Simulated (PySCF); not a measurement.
## C6H7FN: g tensor and hyperfine couplings

Compound: C6H7FN (doublet state).
Geometry (GFN2-xTB, Å), atoms numbered from 1 in this order:
```xyz
15
C6H7FN angstrom
N      2.830   -0.173   -0.985
C      1.951    0.067   -0.295
C      0.828    0.352    0.564
C      0.000   -0.923    0.815
C     -0.935   -1.004   -0.399
C     -1.098    0.398   -0.833
C     -0.150    1.300   -0.156
F     -0.793    2.102    0.806
H      1.198    0.802    1.490
H      0.631   -1.804    0.923
H     -0.583   -0.792    1.727
H     -0.476   -1.605   -1.198
H     -1.890   -1.482   -0.164
H     -1.862    0.744   -1.500
H      0.345    2.025   -0.816
```

The hyperfine couplings belong to this conformer and change with its torsions.

The species is `N#C[C@@H]1CC[CH][C@H]1F` [radical].

The calculation used PySCF 2.14.0, UKS B3LYP, pcH-1 on C F H N, non-relativistic, mean-field spin-orbit, GIAO. Geometry: GFN2-xTB, one conformer, isolated molecule. Couplings are sensitive to structure, and on GFN2-xTB geometries they can be far from those on DFT ones. No stability test was run, so a lower SCF solution isn't excluded.

```
g1, g2, g3        : 2.00204, 2.00211, 2.00279
g_iso             : 2.00231
Form of g         : close to axial: the two nearest values differ by 10 % of g3 − g1
⟨S²⟩              : 0.7538 (exact 0.7500)
α and β electrons : 30, 29
Total energy      : -387.39524 Eh
```

Hyperfine couplings atom by atom, in mT; T1 to T3 are the principal values of the dipolar part (MHz turned into mT with g_iso):

```csv
atom,isotope,a_iso,T1,T2,T3,Mulliken spin population
N1,14N,0.00,-0.01,0.00,0.01,0.00
C2,13C,0.10,-0.02,-0.02,0.04,0.00
C3,13C,-0.04,-0.05,-0.03,0.07,0.00
C4,13C,0.14,-0.05,-0.02,0.07,0.01
C5,13C,-1.18,-0.10,0.02,0.08,-0.09
C6,13C,3.06,-2.81,-2.81,5.62,0.99
C7,13C,-0.58,-0.08,-0.02,0.10,-0.03
F8,19F,11.10,-3.99,-3.76,7.75,0.04
H9,1H,0.25,-0.07,-0.06,0.13,0.00
H10,1H,-0.06,-0.07,-0.06,0.13,0.00
H11,1H,-0.08,-0.11,-0.08,0.19,0.00
H12,1H,5.38,-0.20,-0.13,0.33,0.06
H13,1H,2.95,-0.18,-0.12,0.30,0.03
H14,1H,-2.20,-1.33,-0.04,1.37,-0.04
H15,1H,1.61,-0.23,-0.09,0.32,0.02
```

Largest spin populations (Mulliken): C6 (+0.99), C5 (-0.09) and H12 (+0.06). C6 is the only atom above +0.15. The positive populations add up to 1.16 and the negative ones to -0.16, together 2S = 1. The angles at C6 add up to 359.8°, so it is planar; its axial dipolar tensor and the negative coupling of its proton fit spin in a p orbital normal to that plane.

Axes: g3 points within 5° of the C6–C7 bond.

Under fast tumbling the dipolar parts average out, and these isotropic splittings remain (the largest six): 1 × 19F (F8, I = 1/2, 2 lines) with 11.10 mT, 1 × 1H (H12, I = 1/2, 2 lines) with 5.38 mT, 1 × 1H (H13, I = 1/2, 2 lines) with 2.95 mT, 1 × 1H (H14, I = 1/2, 2 lines) with 2.20 mT, 1 × 1H (H15, I = 1/2, 2 lines) with 1.61 mT and 1 × 1H (H9, I = 1/2, 2 lines) with 0.25 mT.

The 13C coupling of C6 (85.8 MHz) shows only in satellite lines or after enrichment, since that isotope makes up about 1.07 % of natural carbon.

Time: 60 s of wall time (with the writing of density and orbital grids); peak memory 1.1 GiB. Hardware: Arm Neoverse V2, one thread, shared host with 32 logical CPUs at a one-minute load of 16.
